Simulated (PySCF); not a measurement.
Ga(F)(SiH3)2 (FGaH₆Si₂), SMILES [F][Ga]([SiH3])[SiH3]. Atoms are numbered in the order given.

```xyz
10

Ga    -0.1883    -0.1211     0.0210
F     -1.6761    -1.0681     0.1767
Si    -0.5082     1.8743    -1.3032
H      0.7925     2.3579    -1.8622
H     -1.0669     2.9526    -0.4270
H     -1.4619     1.6282    -2.4270
Si     1.6789    -1.1267     1.1782
H      2.6368    -0.0764     1.6453
H      2.4078    -2.0255     0.2274
H      1.2256    -1.9339     2.3508
```
Charge 0, spin multiplicity 1.

The structure is a stationary point at PBE0-D3(BJ)/def2-SVP.

The numbers are results of PBE0/pcSseg-1 (PySCF), not measurements.

GIAO shieldings, no solvent; atoms alike by connectivity are averaged. δ = σ(ref) − σ: ¹⁹F against CFCl3 (σ = 167.2 ppm); ²⁹Si against TMS (σ = 352.7 ppm); ¹H against TMS (σ = 31.56 ppm), references at their B3LYP-D3(BJ)/def2-TZVP geometries, non-relativistic.

**Question.** Estimate the chemical shifts. (Estimate from the structure and the level; the computed values follow.)

**Answer.** 
```tsv
nucleus	atoms	count	δ (ppm)
¹⁹F	F2	1	-50.8
²⁹Si	Si3, Si7	2	-115.5
¹H	H4, H5, H6, H8, H9, H10	6	3.69
```
